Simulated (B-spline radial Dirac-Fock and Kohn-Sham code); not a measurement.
**Sb⁴⁶⁺: scattering cross sections and density moments**

System: the Sb⁴⁶⁺ ion, configuration [He] 2s2 2p1.

Calculated with a radial finite-basis atomic code, using Dirac-Fock densities.

| Property | Result |
| --- | --- |
| Sum of ⟨r⟩ | 0.3883 bohr |
| Sum of ⟨r²⟩ | 0.04585 bohr² |
| Sum of ⟨1/r⟩ | 148.43 per bohr |
| Langevin diamagnetic susceptibility | -0.0363 × 10⁻⁶ cm³/mol |
| Lamb shielding (α²/3)Σ⟨1/r⟩ | 2635 ppm |

Coherent scattering is the Thomson cross section weighted by f₀², without anomalous dispersion; incoherent scattering is Klein-Nishina weighted by S. The Lamb formula is the non-relativistic shielding expression. Electron correlation is left out. A dash stands where the photon energy is too low for the impulse approximation behind that column.

```csv
hν (keV),coherent (b),incoherent (b),incoherent per electron (b)
1,16.62,–,–
2,16.60,–,–
17.4793,14.64,–,–
30,11.85,–,–
50,7.897,1.129,0.226
100,3.588,1.519,0.304
200,1.400,1.616,0.323
500,0.2906,1.346,0.269
```

Incoherent scattering overtakes coherent scattering between 100 and 200 keV.
